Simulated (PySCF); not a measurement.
**SbPb at PBE0**

Level: PBE0. Sb cc-pVDZ-PP with ECP28, Pb cc-pVDZ-PP with ECP60; scalar-relativistic core potentials (PySCF 2.14).

| Quantity | Value |
| --- | --- |
| state | ⁴Π (quartet), unpaired electrons π ↑↑↑, a second solution, started from another occupation |
| bond length | 0.2995 nm |
| harmonic wavenumber | 139 cm⁻¹ |
| force constant | 0.875 mdyn/Å |
| rotational constant Be | 0.02458 cm⁻¹ |
| anharmonicity ωexe | 0.236 cm⁻¹ |
| vibration–rotation constant αe | 5.82e-05 cm⁻¹ |
| energy of the minimum from ground-state Sb + Pb | -1.29 eV |
| bond order (Mayer) | 1.16 |
| dipole moment (positive dipole means Sb(−)Pb(+)) | 1.33 D |

Spin–orbit coupling is left out, which matters for elements this heavy, above all for dissociation energies.
